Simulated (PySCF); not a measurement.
## Spinor energies of Er⁶²⁺ (erbium, charge +62)

Start: [He] 2s2 2p2; 2p1/2 filled at m_j = -1/2, +1/2. Calculated with PySCF 2.14 in an even-tempered Gaussian basis (17 s from 45 bohr⁻², ratio 2.4; 13 p from 59 bohr⁻², ratio 2.4; 5 d from 190 bohr⁻², ratio 2.6; 4 f from 290 bohr⁻², ratio 2.6): generalised Hartree-Fock with the X2C-1e Hamiltonian and a Gaussian nucleus; one run each with spin-orbit coupling (SO) switched off, then screened by Boettger's factors.

```
spinor shell  electrons  ε, spin-free (eV)  ε, screened SO (eV)  weight of nominal j (screened SO)  rms radius, screened SO (bohr)
       1s1/2          2           -64295.0             -64242.1                              1.000                          0.0230
       2s1/2          2           -15421.6             -15405.3                              1.000                          0.0900
       2p1/2          2           -14508.4             -15169.5                              1.000                          0.0761
```

```csv
quantity,spin-free,screened SO
E (hartree),-7163.96326,-7214.47161
M_J,0,0
⟨J²⟩,2.000,0.000
⟨L²⟩,2.000,1.333
⟨S²⟩,2.000,1.333
```

Breit and QED terms are absent; they matter most for the inner s and p1/2 levels.

Densities and radii are taken from the X2C orbitals without a picture-change correction, which distorts them close to the nucleus.

Without spin-orbit coupling the j labels of p, d and f shells carry no meaning; the spin-free column gives the mean over the occupied spinors of each nl shell.
